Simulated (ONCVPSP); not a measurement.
What one change does to a pseudopotential (Cu, ONCV)

| Property | Result |
| --- | --- |
| Element | copper (Cu) |
| Generator | ONCVPSP 4.0.1 |
| Type | optimised norm-conserving Vanderbilt (ONCV) |
| Functional | PBEsol |
| Relativity | scalar-relativistic |
| Frozen core | [Ne] |
| Valence charge | 19 |
| Reference configuration | 3s2 3p6 3d9 (charge +2) |
| Partial waves | 3s: rc 0.95 bohr, ncon 4, nbas 7, qcut 16.3 1/bohr, 3 projectors, debl 3.4 Ha; 3p: rc 1.15 bohr, ncon 4, nbas 8, qcut 10.4 1/bohr, 1 projector; 3d: rc 1.50 bohr, ncon 4, nbas 8, qcut 11 1/bohr, 2 projectors, debl 2.7 Ha |
| Local potential | polynomial inside 0.80 bohr (lpopt 5, dvloc0 0 Ha) |
| Core correction | Teter function, fcfact 2.25, rcfact 1.6 |

In the s channel the program set the typed energies aside and used -5.143, 0.250, 3.650 Ha.

Change: p: rc 1.64.

Cutoffs: the cutoffs (Ha) at which the residual kinetic energy of the hardest occupied pseudo-wave falls to 1 and 0.1 mHa per electron; they do not see the model core or the augmentation charge, which bear on the density cutoff. Errors are all-electron minus pseudo energies relative to the spin-unpolarised reference configuration.

Problem. How do hardness, ghosts and transferability respond?

Solution. The potential gets neither clearly harder nor softer (81 Ha and 97 Ha → 81 Ha and 97 Ha); the s channel sets the loose cutoff, while the largest relative change is in p, which becomes softer; of the 4 tests that both files solve, the error grows in 0 and shrinks in 1 by more than 15 % and 0.3 meV (median size 17.4 → 16.0 meV); neither file shows a bound ghost.

| quantity | base | changed |
| --- | --- | --- |
| cutoff, loose | 81 Ha | 81 Ha |
| cutoff, tight | 97 Ha | 97 Ha |
| loose cutoff by channel | s 81 Ha, p 43 Ha, d 47 Ha | s 81 Ha, p 34 Ha, d 47 Ha |
| bound ghosts | none | none |
| GHOST(+) flags under 300 eV | none | none |
| error for 3s2 3p6 3d10 4s1, meV [ΔE -29.42 eV] | +5.7 | +4.8 |
| error for 3s2 3p6 3d10, meV [ΔE -21.31 eV] | +22 | +21 |
| error for 3s2 3p6 3d8, meV [ΔE 38.99 eV] | +83 | +77 |
| error for 3s2 3p6 3d10 4s0.5, meV [ΔE -26.26 eV] | +12 | +11 |
| s: phases at 0.96 bohr within 0.05 rad from the reference energy up to (Ha; the scan ends near 5) | to the end of the scan | to the end of the scan |
| d: phases at 1.52 bohr within 0.05 rad from the reference energy up to (Ha; the scan ends near 5) | to the end of the scan | to the end of the scan |
| rms error of d²Exc/dni dnj with the model core, mHa | 0.56 | 0.87 |
